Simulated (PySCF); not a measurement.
Tetrakis(dimethylamino)silane, C8H24N4Si.
SMILES with atom numbers: `[CH3:1][N:2]([CH3:3])[Si:4]([N:5]([CH3:6])[CH3:7])([N:8]([CH3:9])[CH3:10])[N:11]([CH3:12])[CH3:13]` (hydrogens: H14, H15, H16 on C1; H17, H18, H19 on C3; H20, H21, H22 on C6; H23, H24, H25 on C7; H26, H27, H28 on C9; H29, H30, H31 on C10; H32, H33, H34 on C12; H35, H36, H37 on C13)

Method: PBE0-D3(BJ)/def2-SVP geometry optimisation, gas phase in PySCF 2.14.0.

**Question.** List the bond lengths, angles and torsions at this level.

**Answer.** 
```
                    bond  length (Å)
  C1–N2 and 7 like bonds       1.438
 N2–Si4 and 3 like bonds       1.737
C1–H14 and 15 like bonds       1.109
 C1–H15 and 7 like bonds       1.099
```

Bonds in one row agree within 0.01 Å and their mean is given. A selection of angles:
```
    angle  degrees
 C1–N2–C3    114.1
C1–N2–Si4    122.8
N2–Si4–N5    111.9
N2–Si4–N8    104.9
```

Dihedral angles: C1–N2–Si4–N5 79° (synclinal); N2–Si4–N5–C6 163° (antiperiplanar); N2–Si4–N8–C9 -42° (synclinal); N2–Si4–N11–C12 -79° (synclinal).

N2 (silicon-bound nitrogen) is planar (angles 122.8°, 122.7° and 114.1°, sum 359.6°, 0.06 Å off the plane of its three neighbours). All 4 N–Si bonds measure 1.737 to 1.738 Å. Si4 (four-coordinate silicon) is distorted tetrahedral (angles from 104.9° to 111.9°). Of the pairs four or more bonds apart, C1···H23 is among the closest relative to their van der Waals radii: 2.69 Å, 93 % of the sum of Bondi's values. All 8 C–N bonds measure 1.437 to 1.439 Å.

Point group: S4 (every atom within 0.08 Å of its image). Whether it is a minimum is left open (no frequencies). The numbers are those of one conformer.
